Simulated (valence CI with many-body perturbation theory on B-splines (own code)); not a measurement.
E1 line list for Pr52+

Method: relativistic CI+MBPT: five valence electrons over a frozen Dirac-Fock core [He], a basis of 11 s, 11 p, 10 d, 8 f, 5 g, 2 h functions for each j, with the one-electron correlation potential Σ1 (screened to all orders), the two-electron term Σ2, the three-electron term Σ3, Breit, model QED; selected single and double excitations, second order for the rest, scaled by the run's own slope (own B-spline code, finite nucleus).

The last digits are not significant, and no measured levels were compared; by estimate large intervals hold to a few tenths of a per cent, small ones and those within an open d or f shell to about a per cent. Among the levels kept, up to 7100 cm⁻¹ of a level comes from second order outside the variational space, and about a tenth of that is noise between levels of different J, which matters for small intervals.

Lines 101 to 150 of 600 in falling wavelength, among levels below 7326.2 eV, chosen from the strongest by gf and those to the six lowest levels. Wavelengths and rates use the calculated energies. Electric multipoles are in the length gauge, E1 and E2 with the static RPA response of the core. Weak lines are less certain than strong ones. Lines between different terms over intervals too small for the method are left out, as are lines whose strength nearly cancels. The highest levels of a list are the least certain.

Levels are named by their leading jj configuration (3d3/2^4 stands for four electrons in 3d with j = 3/2), which in mixed levels can hold well under half, so a name can repeat and another be missing. Letters in brackets count levels of one name in rising energy.

```
λ vac (nm)                               Upper                               Lower   A (s⁻¹)  S (a.u.) with core polarisation  S without
     5.583  (2s 2p1/2 2p3/2^2 3d3/2) J=5/2 [c]  (2s 2p1/2 2p3/2^2 3p1/2) J=3/2 [b]  6.25e+10                         3.22e-02   3.22e-02
     5.575      (2s^2 2p1/2 2p3/2 3p3/2) J=7/2         (2s^2 2p1/2 2p3/2 3s) J=5/2  1.89e+11                         1.30e-01   1.30e-01
     5.558  (2s 2p1/2^2 2p3/2 3d3/2) J=5/2 [a]      (2s 2p1/2^2 2p3/2 3p1/2) J=5/2  7.17e+10                         3.65e-02   3.65e-02
     5.548  (2s 2p1/2^2 2p3/2 3d3/2) J=5/2 [a]  (2s 2p1/2^2 2p3/2 3p1/2) J=3/2 [a]  4.50e+10                         2.27e-02   2.27e-02
     5.546  (2s 2p1/2^2 2p3/2 3d3/2) J=5/2 [b]  (2s 2p1/2^2 2p3/2 3p1/2) J=3/2 [b]  1.29e+11                         6.50e-02   6.50e-02
     5.546  (2s 2p1/2 2p3/2^2 3p3/2) J=5/2 [b]     (2s 2p1/2 2p3/2^2 3s) J=5/2 [b]  4.97e+10                         2.51e-02   2.51e-02
     5.539          (2s^2 2p3/2^2 3d3/2) J=3/2          (2s^2 2p3/2^2 3p1/2) J=3/2  8.67e+10                         2.91e-02   2.91e-02
     5.539  (2s 2p1/2 2p3/2^2 3p3/2) J=7/2 [a]     (2s 2p1/2 2p3/2^2 3s) J=5/2 [a]  1.95e+11                         1.31e-01   1.31e-01
     5.537          (2s^2 2p3/2^2 3d3/2) J=5/2          (2s^2 2p3/2^2 3p1/2) J=5/2  4.71e+10                         2.37e-02   2.37e-02
     5.502  (2s^2 2p1/2 2p3/2 3p3/2) J=3/2 [a]         (2s^2 2p1/2 2p3/2 3s) J=1/2  7.21e+10                         2.37e-02   2.37e-02
     5.495          (2s 2p1/2^2 2p3/2^2) J=5/2          (2s^2 2p1/2 2p3/2^2) J=5/2  1.08e+10                         5.33e-03   5.34e-03
     5.489  (2s 2p1/2 2p3/2^2 3p3/2) J=5/2 [a]     (2s 2p1/2 2p3/2^2 3s) J=5/2 [a]  9.14e+10                         4.48e-02   4.48e-02
     5.476  (2s 2p1/2 2p3/2^2 3d3/2) J=3/2 [a]  (2s 2p1/2 2p3/2^2 3p1/2) J=3/2 [a]  1.08e+11                         3.51e-02   3.51e-02
     5.475  (2s 2p1/2 2p3/2^2 3p3/2) J=3/2 [c]     (2s 2p1/2 2p3/2^2 3s) J=1/2 [a]  1.91e+11                         6.18e-02   6.18e-02
     5.474      (2s^2 2p3/2^2 3d5/2) J=3/2 [a]          (2s^2 2p3/2^2 3p1/2) J=1/2  7.84e+10                         2.54e-02   2.54e-02
     5.470  (2s^2 2p1/2 2p3/2 3d3/2) J=5/2 [a]  (2s^2 2p1/2 2p3/2 3p1/2) J=3/2 [a]  1.12e+11                         5.44e-02   5.44e-02
     5.461  (2s 2p1/2^2 2p3/2 3d3/2) J=3/2 [a]  (2s 2p1/2^2 2p3/2 3p1/2) J=3/2 [a]  1.14e+11                         3.65e-02   3.65e-02
     5.459          (2s^2 2p3/2^2 3d3/2) J=5/2          (2s^2 2p3/2^2 3p1/2) J=3/2  7.08e+10                         3.41e-02   3.41e-02
     5.448  (2s 2p1/2 2p3/2^2 3d3/2) J=7/2 [a]  (2s 2p1/2 2p3/2^2 3p1/2) J=5/2 [a]  1.20e+11                         7.64e-02   7.64e-02
     5.447          (2s^2 2p3/2^2 3d3/2) J=1/2          (2s^2 2p3/2^2 3p1/2) J=3/2  9.97e+10                         1.59e-02   1.59e-02
     5.445          (2s^2 2p1/2^2 3d3/2) J=3/2          (2s^2 2p1/2^2 3p1/2) J=1/2  1.37e+11                         4.36e-02   4.36e-02
     5.445      (2s^2 2p1/2 2p3/2 3d3/2) J=7/2      (2s^2 2p1/2 2p3/2 3p1/2) J=5/2  1.32e+11                         8.39e-02   8.39e-02
     5.443  (2s 2p1/2 2p3/2^2 3d3/2) J=1/2 [a]  (2s 2p1/2 2p3/2^2 3p1/2) J=3/2 [a]  1.45e+11                         2.30e-02   2.30e-02
     5.442          (2s^2 2p3/2^2 3d3/2) J=7/2          (2s^2 2p3/2^2 3p1/2) J=5/2  1.51e+11                         9.58e-02   9.58e-02
     5.432  (2s 2p1/2 2p3/2^2 3d3/2) J=7/2 [c]  (2s 2p1/2 2p3/2^2 3p1/2) J=5/2 [c]  1.03e+11                         6.51e-02   6.51e-02
     5.427          (2s^2 2p3/2^2 3p3/2) J=7/2             (2s^2 2p3/2^2 3s) J=5/2  2.07e+11                         1.31e-01   1.31e-01
     5.424  (2s 2p1/2^2 2p3/2 3p3/2) J=3/2 [b]         (2s 2p1/2^2 2p3/2 3s) J=1/2  9.68e+10                         3.05e-02   3.05e-02
     5.424  (2s 2p1/2 2p3/2^2 3d3/2) J=3/2 [d]  (2s 2p1/2 2p3/2^2 3p1/2) J=3/2 [b]  4.60e+10                         1.45e-02   1.45e-02
     5.420      (2s 2p1/2^2 2p3/2 3d3/2) J=7/2      (2s 2p1/2^2 2p3/2 3p1/2) J=5/2  9.31e+10                         5.85e-02   5.85e-02
     5.413  (2s 2p1/2^2 2p3/2 3p3/2) J=3/2 [b]     (2s 2p1/2^2 2p3/2 3s) J=3/2 [b]  1.01e+11                         3.17e-02   3.17e-02
     5.409  (2s 2p1/2 2p3/2^2 3d3/2) J=1/2 [b]  (2s 2p1/2 2p3/2^2 3p1/2) J=1/2 [b]  9.32e+10                         1.46e-02   1.46e-02
     5.409     (2s 2p1/2 2p3/2^2 3s) J=5/2 [b]             (2s^2 2p3/2^2 3s) J=5/2  4.33e+10                         2.03e-02   2.03e-02
     5.407  (2s 2p1/2 2p3/2^2 3d3/2) J=3/2 [c]  (2s 2p1/2 2p3/2^2 3p1/2) J=1/2 [a]  1.07e+11                         3.33e-02   3.33e-02
     5.406  (2s 2p1/2^2 2p3/2 3d3/2) J=1/2 [a]  (2s 2p1/2^2 2p3/2 3p1/2) J=3/2 [a]  1.29e+11                         2.01e-02   2.01e-02
     5.404      (2s 2p1/2 2p3/2^2 3d3/2) J=9/2      (2s 2p1/2 2p3/2^2 3p1/2) J=7/2  1.02e+11                         7.96e-02   7.95e-02
     5.400  (2s 2p1/2 2p3/2^2 3d3/2) J=5/2 [a]  (2s 2p1/2 2p3/2^2 3p1/2) J=3/2 [a]  6.16e+10                         2.87e-02   2.87e-02
     5.399       (2p1/2^2 2p3/2^2 3p3/2) J=3/2  (2s 2p1/2 2p3/2^2 3p3/2) J=3/2 [g]  1.29e+11                         4.00e-02   4.00e-02
     5.380  (2s^2 2p1/2 2p3/2 3d3/2) J=3/2 [a]      (2s^2 2p1/2 2p3/2 3p1/2) J=1/2  8.80e+10                         2.70e-02   2.70e-02
     5.369      (2s 2p1/2 2p3/2^2 3p3/2) J=9/2         (2s 2p1/2 2p3/2^2 3s) J=7/2  1.18e+11                         9.00e-02   9.00e-02
     5.366  (2s 2p1/2 2p3/2^2 3d3/2) J=5/2 [d]  (2s 2p1/2 2p3/2^2 3p1/2) J=3/2 [b]  4.02e+10                         1.84e-02   1.84e-02
     5.363  (2s 2p1/2 2p3/2^2 3d3/2) J=3/2 [d]  (2s 2p1/2 2p3/2^2 3p1/2) J=1/2 [b]  4.98e+10                         1.52e-02   1.52e-02
     5.345          (2s^2 2p1/2^2 3p3/2) J=3/2             (2s^2 2p1/2^2 3s) J=1/2  2.18e+11                         6.56e-02   6.56e-02
     5.339  (2s 2p1/2 2p3/2^2 3p3/2) J=7/2 [b]         (2s 2p1/2 2p3/2^2 3s) J=7/2  1.04e+11                         6.28e-02   6.28e-02
     5.335  (2s 2p1/2^2 2p3/2 3p3/2) J=1/2 [b]         (2s 2p1/2^2 2p3/2 3s) J=1/2  1.96e+11                         2.94e-02   2.94e-02
     5.328  (2s 2p1/2^2 2p3/2 3p3/2) J=5/2 [a]     (2s 2p1/2^2 2p3/2 3s) J=3/2 [a]  4.35e+10                         1.95e-02   1.95e-02
     5.315  (2s^2 2p1/2 2p3/2 3p3/2) J=3/2 [a]     (2s^2 2p1/2 2p3/2 3s) J=3/2 [a]  4.95e+10                         1.47e-02   1.47e-02
     5.313  (2s 2p1/2^2 2p3/2 3d3/2) J=3/2 [b]  (2s 2p1/2^2 2p3/2 3p1/2) J=3/2 [b]  4.52e+10                         1.34e-02   1.34e-02
     5.312  (2s 2p1/2^2 2p3/2 3d3/2) J=3/2 [b]      (2s 2p1/2^2 2p3/2 3p1/2) J=1/2  4.50e+10                         1.33e-02   1.33e-02
     5.309  (2s^2 2p1/2 2p3/2 3p3/2) J=5/2 [a]     (2s^2 2p1/2 2p3/2 3s) J=3/2 [a]  1.98e+11                         8.77e-02   8.77e-02
     5.298  (2s^2 2p1/2 2p3/2 3d3/2) J=1/2 [a]      (2s^2 2p1/2 2p3/2 3p1/2) J=1/2  1.26e+11                         1.85e-02   1.85e-02
```
